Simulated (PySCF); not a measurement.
From computed data to an observable: oscillator strength and radiative lifetime

4-fluoro-1,3-thiazole (C₃H₂FNS), SMILES Fc1cscn1.

Geometry optimised at r2SCAN-D4/def2-SVP.

TDA-PBE/def2-SVPD in PySCF puts the first singlet state with f over 0.02 at 5.33 eV (vertical), with the transition dipole (0.727, 0.078, 0.000) in atomic units.

Q: Find the oscillator strength, the wavelength and the radiative lifetime that this transition would have in vacuum if emission retraced absorption.

A: 
|μ|² = 0.5346 au, so |μ| = 1.86 D. ΔE = 5.33/27.211 = 0.1959 hartree. f = (2/3) ΔE |μ|² = 0.070 (the program prints 0.070).
λ = 1239.84/5.33 = 233 nm; ν = 42989 cm⁻¹.
Einstein's coefficient A = 0.6670 ν² f s⁻¹ (ν in cm⁻¹) = 8.6e7 s⁻¹, so τ = 1/A = 12 ns. This state is S2; the lower singlet has f = 0.000. The figure is the radiative limit of this one transition; relaxation, internal conversion, crossing to triplets and a medium change what is measured.
